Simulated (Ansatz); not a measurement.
Si₁₄H₂₂, a nanocrystal with a defect cut from the lattice of silicon (two caps of one atom removed). Total charge 0; singlet. Geometry PBE-D4/def2-SVP; atoms count from 1.

```tsv
atom	x (Å)	y (Å)	z (Å)
Si1	0.471	4.000	-1.539
Si2	-1.238	-3.548	-2.272
Si3	-0.463	0.159	-1.917
Si4	-3.399	-1.349	0.260
Si5	0.034	-0.358	1.947
Si6	0.972	3.480	2.353
Si7	-0.750	-4.054	1.511
Si8	1.185	1.829	-2.105
Si9	-0.408	4.296	0.627
Si10	0.439	-1.923	-2.524
Si11	-2.293	-3.411	-0.161
Si12	1.732	1.261	2.144
Si13	0.989	-2.494	1.749
Si14	-1.498	0.081	0.204
H15	1.652	4.928	-1.688
H16	-0.573	4.425	-2.542
H17	-0.716	-4.950	-2.479
H18	-2.279	-3.284	-3.333
H19	-1.554	0.474	-2.917
H20	-0.762	-0.349	3.233
H21	2.184	4.376	2.438
H22	0.225	3.597	3.659
H23	-0.239	-5.443	1.210
H24	-1.484	-4.110	2.829
H25	1.640	1.855	-3.546
H26	2.369	1.437	-1.262
H27	-0.560	5.783	0.845
H28	-1.776	3.678	0.720
H29	0.881	-1.864	-3.966
H30	1.640	-2.237	-1.674
H31	-3.330	-4.515	-0.174
H32	2.655	1.139	0.961
H33	2.531	0.929	3.382
H34	1.930	-2.536	0.575
H35	1.779	-2.795	2.999
H36	-1.985	1.490	0.455
```

Single mean-field runs in def2-TZVP are fitted with def2-universal-jkfit. The restricted singlet is unstable towards broken spin symmetry in Hartree–Fock (as tested in another run); at PBE0-D4/def2-TZVP this wasn't settled.

**Question.** Estimate the Mulliken populations of the heavy atoms from the PBE0/def2-TZVP orbitals of Ansatz.

**Answer.** 
| atom | charge (e) |
| --- | --- |
| Si1 | 0.00 |
| Si2 | -0.01 |
| Si3 | 0.00 |
| Si4 | 0.08 |
| Si5 | 0.00 |
| Si6 | 0.00 |
| Si7 | -0.01 |
| Si8 | -0.02 |
| Si9 | -0.03 |
| Si10 | 0.00 |
| Si11 | -0.05 |
| Si12 | -0.02 |
| Si13 | 0.00 |
| Si14 | -0.03 |
Mulliken values and Mayer orders depend strongly on the basis.

**Question.** And the Mayer bond orders between bonded heavy atoms (over 0.3)?

**Answer.** Si1–Si8 0.95 (2.35 Å); Si1–Si9 0.95 (2.36 Å); Si2–Si10 0.95 (2.35 Å); Si2–Si11 0.92 (2.36 Å); Si3–Si8 0.94 (2.35 Å); Si3–Si10 0.94 (2.35 Å); Si3–Si14 0.91 (2.36 Å); Si4–Si11 1.02 (2.38 Å); Si4–Si14 1.00 (2.38 Å); Si5–Si12 0.94 (2.35 Å); Si5–Si13 0.94 (2.35 Å); Si5–Si14 0.91 (2.36 Å); Si6–Si9 0.95 (2.36 Å); Si6–Si12 0.95 (2.35 Å); Si7–Si11 0.92 (2.36 Å); Si7–Si13 0.95 (2.35 Å).
